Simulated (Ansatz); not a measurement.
Species: C3H11ClOSi2, charge 0, multiplicity 1. SMILES: C[Si](C)(C)O[SiH2]Cl
Geometry: optimised at B3LYP-D3(BJ)/def2-TZVP (Ansatz, a program for electronic structure).

Wanted: atomisation energy, in kcal/mol. Set-up: no dispersion term unless named; 6-31G* and kin with 6d, 5d where marked; UHF or UKS for open shells; frozen cores in correlated levels; no spin-orbit coupling; atomisation electronic, to ground-state atoms; non-relativistic. CBS marks a two-point X^-3 extrapolation of the correlation energy; Hartree-Fock from the larger set. The bracket is a focal-point correction in the basis named. First-principles rows: single points at B3LYP-D3(BJ) geometries (Ansatz).

```tsv
species	coefficient	E at MP2/6-31G* (Ansatz), Eh	E at wB97M-V/def2-TZVPD (Ansatz), Eh
C[Si](C)(C)O[SiH2]Cl	-1	-1233.23022	-1235.49438
C atom	+3	-37.73297	-37.84643
Cl atom	+1	-459.55243	-460.12609
H atom	+11	-0.49823	-0.49411
O atom	+1	-74.88004	-75.07806
Si atom	+2	-288.87203	-289.35271
```

Coupled cluster (Ansatz) is a level with limits of its own, used here on species with T1 under 0.025 (0.045 for open shells) and stable references: RI-MP2/CBS(aug-cc-pV(T+d)Z,aug-cc-pV(Q+d)Z)+[CCSD(T)-MP2]/aug-cc-pV(T+d)Z. Value to compare with, RI-MP2/CBS(aug-cc-pV(T+d)Z,aug-cc-pV(Q+d)Z)+[CCSD(T)-MP2]/aug-cc-pV(T+d)Z (Ansatz): 1639.9 kcal/mol. 1 Eh = 627.5095 kcal/mol.

Question: Compute it at each level from the table, and compare with RI-MP2/CBS(aug-cc-pV(T+d)Z,aug-cc-pV(Q+d)Z)+[CCSD(T)-MP2]/aug-cc-pV(T+d)Z (Ansatz).

Answer: 
- MP2/6-31G*: the sum of coefficient times E is 2.37425 Eh, or 1489.86 kcal/mol. Result: 1489.9 kcal/mol. Its difference against RI-MP2/CBS(aug-cc-pV(T+d)Z,aug-cc-pV(Q+d)Z)+[CCSD(T)-MP2]/aug-cc-pV(T+d)Z (Ansatz) is -150.0 kcal/mol.
- wB97M-V/def2-TZVPD: the sum of coefficient times E is 2.61031 Eh, or 1637.99 kcal/mol. Result: 1638.0 kcal/mol. Its difference against RI-MP2/CBS(aug-cc-pV(T+d)Z,aug-cc-pV(Q+d)Z)+[CCSD(T)-MP2]/aug-cc-pV(T+d)Z (Ansatz) is -1.9 kcal/mol.
